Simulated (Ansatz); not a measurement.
Ansatz (a first-principles code) input:

Ansatz 0.2 input:
```yaml
crystal:
  periodic: [false, false, false]
  atoms:
    - {symbol: Hf, position_ang: [-0.17544356, -0.00521158, -0.04460018]}
    - {symbol: F, position_ang: [1.65612634, 0.04919551, 0.42101026]}
    - {symbol: H, position_ang: [-1.16689863, 0.74635652, 1.32706168]}
    - {symbol: H, position_ang: [-0.67926143, -1.76919858, -0.29720943]}
    - {symbol: H, position_ang: [-0.42704077, 0.95531625, -1.60773138]}
basis:
  gaussian:
    orbitals: def2-TZVP
hamiltonian:
  xc: {name: PBE}
relax: {f_tol: 0.003, max_steps: 100}
```

Q: What final total energy does it print?

A: -149.64788 Eh (PBE/def2-TZVP). The basis has 89 functions.
